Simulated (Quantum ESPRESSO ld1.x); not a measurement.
ld1.x (Quantum ESPRESSO 7.5) input

```
 &input
    zed=43.0,
    iswitch=1,
    rel=1,
    lsd=1,
    dft='PZ',
    config='[Kr] 4d5',
    verbosity='high',
    prefix='ld1',
    max_out_wfc=37,
    file_charge='ld1.rho',
 /
```

Command: `OMP_NUM_THREADS=1 ld1.x < ld1.in > ld1.out`

Output:

```
     Program LD1 v.7.5 starts

     --------------------------- All-electron run ----------------------------

     scalar relativistic calculation

     atomic number is 43.00
     dft =PZ   lsd =1 sic =0 latt =0  beta=0.20 tr2=1.0E-14
     Exchange-correlation= PZ
                           (   1   1   0   0   0   0   0)
     mesh =2047 r(mesh) = 100.16310 a.u. xmin = -8.00 dx = 0.00800
     1 Ry =  13.60569312 eV, c = 137.03599908

     n l     nl                  e(Ry)          e(Ha)          e(eV)
     1 0     1S 1( 1.00)   -1532.920913468    -766.460456734 -20856.4515305
     2 0     2S 1( 1.00)    -219.776749193    -109.888374596  -2990.2150051
     2 1     2P 1( 3.00)    -196.961423796     -98.480711898  -2679.7966892
     3 0     3S 1( 1.00)     -39.216500204     -19.608250102   -533.5676671
     3 1     3P 1( 3.00)     -31.730293086     -15.865146543   -431.7126304
     4 0     4S 1( 1.00)      -6.668674571      -3.334337285    -90.7319397
     4 1     4P 1( 3.00)      -4.617595779      -2.308797890    -62.8255911
     3 2     3D 1( 5.00)     -19.577790677      -9.788895338   -266.3694120
     4 2     4D 1( 5.00)      -1.753758135      -0.876879067    -23.8610950
     1 0     1S 2( 1.00)   -1532.920813258    -766.460406629 -20856.4501670
     2 0     2S 2( 1.00)    -219.730267904    -109.865133952  -2989.5825949
     2 1     2P 2( 3.00)    -196.925162078     -98.462581039  -2679.3033234
     3 0     3S 2( 1.00)     -39.183562566     -19.591781283   -533.1195277
     3 1     3P 2( 3.00)     -31.694409938     -15.847204969   -431.2244153
     4 0     4S 2( 1.00)      -6.448884725      -3.224442362    -87.7415466
     4 1     4P 2( 3.00)      -4.384339904      -2.192169952    -59.6519833
     3 2     3D 2( 5.00)     -19.529531681      -9.764765840   -265.7128149
     4 2     4D 2( 0.00)      -1.515704018      -0.757852009    -20.6222037

     final scf error:  1.0E-15 reached in  24 iterations

     Etot =   -8561.065992 Ry,   -4280.532996 Ha, -116479.236689 eV
     Total magnetization:    5.00 Bohr mag.

     Ekin =    8837.593890 Ry,    4418.796945 Ha,  120241.590416 eV
     Encl =  -20592.976747 Ry,  -10296.488373 Ha, -280181.722107 eV
     Eh   =    3441.499164 Ry,    1720.749582 Ha,   46823.981512 eV
     Exc  =    -247.182299 Ry,    -123.591150 Ha,   -3363.086510 eV

     normalization and overlap integrals

     s(1S/1S) =  1.000000  <r> =   0.0343  <r2> =    0.0016  r(max) =   0.0223
     s(1S/2S) = -0.009480
     s(1S/3S) = -0.003847
     s(1S/4S) = -0.001601
     s(2S/2S) =  1.000000  <r> =   0.1498  <r2> =    0.0264  r(max) =   0.1268
     s(2S/3S) = -0.002326
     s(2S/4S) = -0.000936
     s(2P/2P) =  1.000000  <r> =   0.1304  <r2> =    0.0208  r(max) =   0.1005
     s(2P/3P) = -0.001903
     s(2P/4P) = -0.000700
     s(3S/3S) =  1.000000  <r> =   0.4163  <r2> =    0.1985  r(max) =   0.3734
     s(3S/4S) = -0.000603
     s(3P/3P) =  1.000000  <r> =   0.4170  <r2> =    0.2024  r(max) =   0.3645
     s(3P/4P) = -0.000493
     s(4S/4S) =  1.000000  <r> =   1.0587  <r2> =    1.2705  r(max) =   0.9520
     s(4P/4P) =  1.000000  <r> =   1.1722  <r2> =    1.5741  r(max) =   1.0231
     s(3D/3D) =  1.000000  <r> =   0.3994  <r2> =    0.1916  r(max) =   0.3106
     s(3D/4D) = -0.000284
     s(4D/4D) =  1.000000  <r> =   1.6089  <r2> =    3.0776  r(max) =   1.2697
     s(1S/1S) =  1.000000  <r> =   0.0343  <r2> =    0.0016  r(max) =   0.0223
     s(1S/2S) = -0.009481
     s(1S/3S) = -0.003847
     s(1S/4S) = -0.001613
     s(2S/2S) =  1.000000  <r> =   0.1498  <r2> =    0.0264  r(max) =   0.1268
     s(2S/3S) = -0.002326
     s(2S/4S) = -0.000943
     s(2P/2P) =  1.000000  <r> =   0.1304  <r2> =    0.0208  r(max) =   0.1005
     s(2P/3P) = -0.001903
     s(2P/4P) = -0.000705
     s(3S/3S) =  1.000000  <r> =   0.4161  <r2> =    0.1983  r(max) =   0.3734
     s(3S/4S) = -0.000607
     s(3P/3P) =  1.000000  <r> =   0.4169  <r2> =    0.2021  r(max) =   0.3645
     s(3P/4P) = -0.000497
     s(4S/4S) =  1.000000  <r> =   1.0539  <r2> =    1.2598  r(max) =   0.9444
     s(4P/4P) =  1.000000  <r> =   1.1675  <r2> =    1.5633  r(max) =   1.0149
     s(3D/3D) =  1.000000  <r> =   0.3992  <r2> =    0.1912  r(max) =   0.3106
     s(3D/4D) = -0.000282
     s(4D/4D) =  1.000000  <r> =   1.6407  <r2> =    3.2352  r(max) =   1.2596

     ------------------------ End of All-electron run ------------------------
```

Run on one thread of a shared host, so times are rough (Intel(R) Xeon(R) Processor @ 2.60GHz): 0.63 s of CPU time, 1.6 s wall, 24 iterations on 2047 mesh points.
